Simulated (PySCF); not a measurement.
PySCF job for methylselanylethene (C₃H₆Se), SMILES [Se](C)C=C, C-PCM-PBE0/def2-SVP. Geometry: B3LYP-D3(BJ)/def2-SVP. Other conformers were not sampled.

```python
import numpy as np
from pyscf import gto, scf, dft
from pyscf.solvent import pcm

mol = gto.M(
    atom='''
    C     2.17823790   -1.00645709   -0.40882268
    C     0.95718828   -0.93720379    0.13034718
    Se   -0.20078476    0.56997659   -0.01998988
    C    -1.88831940   -0.37932455    0.29714268
    H     2.58495143   -0.21038916   -1.03955992
    H     2.81891597   -1.87305996   -0.22201786
    H     0.56551546   -1.74930190    0.75330069
    H    -2.09585916   -1.08458890   -0.51829951
    H    -2.67872131    0.38259362    0.33376135
    H    -1.85076141   -0.90654540    1.26046800
    ''',
    basis='def2-SVP',
    charge=0,
    spin=0,
    max_memory=1600,
    verbose=3,
)
mf = dft.RKS(mol, xc='pbe0').density_fit(auxbasis='def2-universal-jkfit')
mf.grids.level = 3
mf.conv_tol = 1e-9
mf.max_cycle = 100
mf.kernel()
res = {}
for name, eps in {'water': 78.355, 'acetone': 20.493, 'methanol': 32.613}.items():
    s = mf.PCM()
    s.with_solvent.method, s.with_solvent.eps, s.with_solvent.lebedev_order = 'C-PCM', eps, 29
    s.kernel(mf.make_rdm1())
    res[name] = (s.e_tot, eps, s.dip_moment(), s.mo_energy, s.converged)
    print(f'{name}: electrostatic solvation free energy {(s.e_tot - mf.e_tot) * 627.509474:.3f} kcal/mol')
```

It prints:

```
converged SCF energy = -2518.63827405197

WARN: PCM is an experimental feature. It is still in testing.
Features and APIs may be changed in the future.

converged SCF energy = -2518.64348528454
Dipole moment(X, Y, Z, Debye): -1.11671, -1.41736,  0.45840
water: electrostatic solvation free energy -3.270 kcal/mol

WARN: PCM is an experimental feature. It is still in testing.
Features and APIs may be changed in the future.

converged SCF energy = -2518.64326992348
Dipole moment(X, Y, Z, Debye): -1.10316, -1.39803,  0.45104
acetone: electrostatic solvation free energy -3.135 kcal/mol

WARN: PCM is an experimental feature. It is still in testing.
Features and APIs may be changed in the future.

converged SCF energy = -2518.64337800842
Dipole moment(X, Y, Z, Debye): -1.10994, -1.40769,  0.45472
methanol: electrostatic solvation free energy -3.203 kcal/mol
```

The run converged.
